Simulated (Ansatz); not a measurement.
A run on BrClH$_{2}$NSi, SMILES `N[Si](Cl)Br` radical with other settings.

```yaml
crystal:
  periodic: [false, false, false]
  atoms:
    - {symbol: N, position_ang: [-0.316250, 0.695143, 0.503625]}
    - {symbol: Si, position_ang: [0.629776, -0.259345, -0.541520]}
    - {symbol: Cl, position_ang: [1.356558, -1.816825, 0.593950]}
    - {symbol: Br, position_ang: [-0.693734, -0.969888, -2.194359]}
    - {symbol: H, position_ang: [-0.020213, 0.866488, 1.451671]}
    - {symbol: H, position_ang: [-0.913937, 1.420426, 0.140332]}
basis:
  gaussian: {orbitals: cc-pVTZ}
magnetization: {spin_polarized: true, initial_magnetization: 1}
hamiltonian: {xc: {name: r2SCAN0}, dispersion: d4}
scf: {lower_state_search: off}
output: {forces: true}
```

```sh
$ ansatz run in.yaml --threads 4 --pin off --events-out ev --progress --plain --max-ram 10444MiB
```

Output, abridged:

```
Functional definition: r2SCAN0
1294 factors; their error is unknown
mean field evaluation 1: about -91965.5264 eV, gradient 3.8e1 eV
mean field evaluation 2: about -91955.5725 eV, gradient 5.6e1 eV
mean field evaluation 4: about -91971.0139 eV, gradient 2.2e0 eV
mean field evaluation 8: about -91971.0361 eV, gradient 8.3e-2 eV
mean field evaluation 16: about -91971.3659 eV, gradient 2.2e-4 eV
mean field -91971.36586423 eV, -3379.8853550798 hartree, gradient 5.1e-6 eV, S^2 0.754820; 0 other end points of the search recorded, 0 dependent functions left out
reference -91971.36587324 eV, -3379.8853554108 hartree; 38, 37 occupied and 131, 132 virtual orbitals, 1294 factors
Total energy: -91971.41773821 eV, -3379.8872614133 hartree
Atom 0 at    -0.316250     0.695143     0.503625 Å, force    -0.035699     0.138419     0.078545 eV/Å
Atom 1 at     0.629776    -0.259345    -0.541520 Å, force    -0.066638     0.070869     0.005677 eV/Å
Atom 2 at     1.356558    -1.816825     0.593950 Å, force     0.015868    -0.036113     0.022979 eV/Å
Atom 3 at    -0.693734    -0.969888    -2.194359 Å, force     0.014215     0.003309     0.013207 eV/Å
Atom 4 at    -0.020213     0.866488     1.451671 Å, force    -0.071831    -0.020805    -0.222113 eV/Å
Atom 5 at    -0.913937     1.420426     0.140332 Å, force     0.144086    -0.155679     0.101705 eV/Å
Dipole moment:    -0.072153     0.519470     0.275787 e Å
Checks for a lower state left out: stability, starts, cluster_reference, orbital_swaps, neighbouring_geometries, increment
```

Run time 4.3 s (4 threads of an Arm Neoverse V2 on a shared host); peak host memory 0.59 GiB.
